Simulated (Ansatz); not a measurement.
A nudged elastic band was laid between two geometries of ClH3OSn + H4Si (11 atoms, charge 0, multiplicity 1).

All numbers below come from RKS PBE0/def2-SVP in Ansatz.

```yaml
movable_images: 9
climbing_image: yes
spring: 2.0 to 10.0 eV/Å², energy-weighted
optimiser: quadratic models (default)
start_path: through a guess of the saddle point
force_threshold: 0.05 eV/Å
iteration_limit: 51
end_points: relaxed
```

First end point:

```xyz
11
Properties=species:S:1:pos:R:3
Sn -0.440 -0.813 -0.276
O 0.080 -0.867 1.630
H -0.537 -0.396 2.202
H 0.941 -1.329 -1.119
Cl -0.865 1.446 -0.824
H -1.914 -1.637 -0.535
Si 1.352 3.221 1.599
H 2.246 3.905 2.583
H 2.037 3.169 0.274
H 0.078 3.990 1.485
H 1.070 1.835 2.077
```

Last end point:

```xyz
11
Properties=species:S:1:pos:R:3
Sn 0.012 0.497 -0.359
O 0.322 -0.167 2.348
H -0.312 0.197 2.977
H 1.194 -0.734 -0.457
Cl -0.279 1.154 -2.641
H -1.536 -0.084 0.075
Si 0.752 2.615 0.885
H 2.039 2.347 1.606
H 0.948 3.782 -0.024
H -0.275 2.971 1.915
H 1.182 -0.054 2.771
```

**Question.** What changes between the two ends?

**Answer.** Bonds broken: Sn1–O2, Si7–H11. Bonds formed: Sn1–Si7, O2–H11. ClH3OSn + H4Si becomes ClH5SiSn + H2O.

**Question.** What energy profile does the band end with?

**Answer.** It converged. The highest image is number 5 of 0 to 10, 1.58 eV above the first end and 2.08 eV above the last; the last end lies 0.50 eV below the first. Another band between the same ends (9 images) ends at a top of the same energy, where a vibrational analysis finds 1 clearly imaginary mode. The orbitals stay closed-shell, which can raise the energy where a bond breaks towards radicals; this wasn't checked here.

```csv
image,path coordinate (Å),energy (eV),Sn1–O2 (Å),Si7–H11 (Å),Sn1–Si7 (Å)
0,0.00,0.00,1.98,1.49,4.80
1,1.49,0.01,1.98,1.49,4.42
2,2.65,0.13,1.98,1.49,3.83
3,3.31,0.53,2.00,1.51,3.45
4,3.69,1.17,2.06,1.63,3.23
5,4.00,1.58,2.14,1.87,3.13
6,4.36,1.22,2.27,2.13,2.97
7,4.81,0.67,2.44,2.34,2.76
8,5.49,0.10,2.70,2.65,2.61
9,6.95,-0.37,2.88,3.09,2.56
10,8.78,-0.50,2.80,3.30,2.57
```

**Question.** What is the geometry of the highest image?

**Answer.** 
```xyz
11
Properties=species:S:1:pos:R:3
Sn -0.072 0.028 -0.094
O -0.032 -0.142 2.038
H -0.874 -0.220 2.517
H 1.469 -0.128 -0.807
Cl -1.433 1.719 -1.022
H -1.063 -1.355 -0.294
Si 1.209 2.538 1.260
H 2.452 2.643 2.099
H 1.658 2.780 -0.154
H 0.312 3.683 1.628
H 0.422 0.976 1.925
```

Time of the run: 8.4 min on 2 threads of Arm Neoverse V1, with other jobs on the host, peak memory 0.29 GiB.
